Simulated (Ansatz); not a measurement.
Computed with Ansatz (a first-principles code) with r2SCAN-D4/def2-TZVP. No frequencies were computed at this level.

Ansatz 0.2 input:
```yaml
crystal:
  periodic: [false, false, false]
  atoms:
    - { symbol: B, position_ang: [1.092326, 0.004185, 0.004236] }
    - { symbol: Si, position_ang: [-0.763462, -0.002811, -0.004681] }
    - { symbol: F, position_ang: [-1.858876, 1.155005, 0.241708] }
    - { symbol: F, position_ang: [-1.847666, -1.169374, -0.258365] }
    - { symbol: H, position_ang: [1.694316, -0.979955, -0.205541] }
    - { symbol: H, position_ang: [1.683362, 0.99295, 0.222643] }
basis:
  gaussian: { orbitals: def2-tzvp }
hamiltonian:
  xc: r2scan
  dispersion: d4
relax:
  max_steps: 150
magnetization:
  spin_polarized: true
  initial_magnetization: 1
```

Output:

```
Functional definition: r2SCAN
821 factors; their error is unknown
mean field evaluation 1: about -14015.1008 eV, gradient 3.8e1 eV
mean field evaluation 2: about -14008.9227 eV, gradient 5.7e1 eV
mean field evaluation 4: about -14021.0918 eV, gradient 3.4e0 eV
mean field evaluation 8: about -14021.1625 eV, gradient 6.5e-2 eV
mean field evaluation 16: about -14021.1506 eV, gradient 6.0e-5 eV
mean field -14021.15063867 eV, -515.2677820940 hartree, gradient 6.2e-5 eV, S^2 0.757699; 0 other end points of the search recorded, 0 dependent functions left out
reference -14021.15065363 eV, -515.2677826435 hartree; 20, 19 occupied and 122, 123 virtual orbitals, 821 factors
relax step   1: F+E_penalty+E_count = -14021.17245655 eV  Δ(F+E_penalty+E_count) = +0.000e0 eV  max|allowed force component| = 2.652e0 eV/Å  Δτ_max = 0.0000 Å  (32 SCF iters, accepted)
these checks for a lower state are left out or cut short: starts, cluster_reference, orbital_swaps, neighbouring_geometries, increment
821 factors; their error is unknown
mean field -14021.25988585 eV, -515.2717968536 hartree, gradient 1.3e-5 eV, S^2 0.757981; 0 other end points of the search recorded, 0 dependent functions left out
reference -14021.25990080 eV, -515.2717974032 hartree; 20, 19 occupied and 122, 123 virtual orbitals, 821 factors
relax step   2: F+E_penalty+E_count = -14021.28174755 eV  Δ(F+E_penalty+E_count) = -1.093e-1 eV  max|allowed force component| = 1.780e0 eV/Å  Δτ_max = 0.0457 Å  (37 SCF iters, accepted)
these checks for a lower state are left out or cut short: starts, cluster_reference, orbital_swaps, neighbouring_geometries, increment
821 factors; their error is unknown
mean field -14021.31769607 eV, -515.2739213402 hartree, gradient 1.3e-5 eV, S^2 0.758276; 0 other end points of the search recorded, 0 dependent functions left out
reference -14021.31771107 eV, -515.2739218914 hartree; 20, 19 occupied and 122, 123 virtual orbitals, 821 factors
relax step   3: F+E_penalty+E_count = -14021.33962368 eV  Δ(F+E_penalty+E_count) = -5.788e-2 eV  max|allowed force component| = 1.783e-1 eV/Å  Δτ_max = 0.0559 Å  (36 SCF iters, accepted)
these checks for a lower state are left out or cut short: starts, cluster_reference, orbital_swaps, neighbouring_geometries, increment
821 factors; their error is unknown
mean field evaluation 32: about -14021.3240 eV, gradient 8.6e-1 eV
mean field -14021.31996593 eV, -515.2740047560 hartree, gradient 2.0e-5 eV, S^2 0.758282; 0 other end points of the search recorded, 0 dependent functions left out
reference -14021.31998093 eV, -515.2740053071 hartree; 20, 19 occupied and 122, 123 virtual orbitals, 821 factors
relax step   4: F+E_penalty+E_count = -14021.34189333 eV  Δ(F+E_penalty+E_count) = -2.270e-3 eV  max|allowed force component| = 6.764e-2 eV/Å  Δτ_max = 0.0132 Å  (37 SCF iters, accepted)
these checks for a lower state are left out or cut short: starts, cluster_reference, orbital_swaps, neighbouring_geometries, increment
821 factors; their error is unknown
mean field -14021.32014903 eV, -515.2740114847 hartree, gradient 1.3e-5 eV, S^2 0.758293; 0 other end points of the search recorded, 0 dependent functions left out
reference -14021.32016402 eV, -515.2740120357 hartree; 20, 19 occupied and 122, 123 virtual orbitals, 821 factors
relax step   5: F+E_penalty+E_count = -14021.34207730 eV  Δ(F+E_penalty+E_count) = -1.840e-4 eV  max|allowed force component| = 9.628e-3 eV/Å  Δτ_max = 0.0036 Å  (31 SCF iters, accepted)
821 factors; their error is unknown
mean field -14021.32014903 eV, -515.2740114847 hartree, gradient 1.4e-5 eV, S^2 0.758293; 1 other end points of the search recorded, 0 dependent functions left out
reference -14021.32016402 eV, -515.2740120357 hartree; 20, 19 occupied and 122, 123 virtual orbitals, 821 factors
Total energy: -14021.34209229 eV, -515.2748178848 hartree
Atom 0 at     1.083466     0.004213     0.005259 Å, force    -0.003061     0.000019    -0.000224 eV/Å
Atom 1 at    -0.803388    -0.003161    -0.003799 Å, force     0.009628     0.000107    -0.000162 eV/Å
Atom 2 at    -1.770957     1.220636     0.256501 Å, force    -0.000404     0.002580     0.000676 eV/Å
Atom 3 at    -1.758850    -1.234394    -0.273571 Å, force    -0.000392    -0.002659    -0.000502 eV/Å
Atom 4 at     1.630014    -1.030040    -0.216037 Å, force    -0.002928     0.003350     0.000863 eV/Å
Atom 5 at     1.619715     1.042746     0.231648 Å, force    -0.002842    -0.003398    -0.000651 eV/Å
Dipole moment:    -0.096152    -0.000390    -0.000422 e Å
```

Cost: very roughly 60 core-seconds.
